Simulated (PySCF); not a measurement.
Si(NHSiH3)(Cl)3 (Cl3H4NSi2), SMILES [SiH3]N[Si](Cl)(Cl)Cl. Atoms are numbered in the order given.

```xyz
10

Si    -2.5540     0.0986     0.9770
N     -1.0448     0.8595     0.5048
Si     0.3483     0.1066    -0.1180
Cl     1.1075    -1.2868     1.1789
Cl     1.7554     1.5561    -0.4518
Cl    -0.0347    -0.8794    -1.8732
H     -2.3904    -1.3578     0.7140
H     -3.6929     0.6404     0.1788
H     -2.8366     0.3305     2.4242
H     -0.9670     1.8683     0.6069
```

Geometry optimised at PBE0-D3(BJ)/def2-SVP. Other conformers were not sampled.

Level of theory: TDDFT-B3LYP/def2-SVPD run with PySCF 2.14.0.

Vertical excitations. Isolated molecule, no solvent.

Computed UV-visible absorptions:
```csv
state,energy (eV),λ (nm),f,main pairs
S1,6.32,196,0.006,HOMO→LUMO 98 %
S2,6.79,183,0.000,HOMO→LUMO+1 97 %
S3,7.19,172,0.004,HOMO−1→LUMO 82 %
S4,7.21,172,0.004,HOMO→LUMO+2 78 %
S5,7.58,164,0.029,HOMO−2→LUMO 93 %
S6,7.59,163,0.020,HOMO→LUMO+3 86 %
S7,7.64,162,0.014,HOMO−3→LUMO 85 %
S8,7.82,158,0.006,HOMO→LUMO+4 84 %
S9,7.85,158,0.012,HOMO−1→LUMO+1 85 %
S10,7.93,156,0.101,"HOMO→LUMO+5 65 %, HOMO→LUMO+7 20 %"
T1,6.01,206,0,HOMO→LUMO 91 %
T2,6.63,187,0,HOMO→LUMO+1 89 %
T3,6.84,181,0,HOMO−1→LUMO 80 %
T4,7.03,176,0,HOMO→LUMO+2 78 %
```
Triplets are in the Tamm–Dancoff approximation, which puts them higher than full response would, so one can lie above its singlet here.
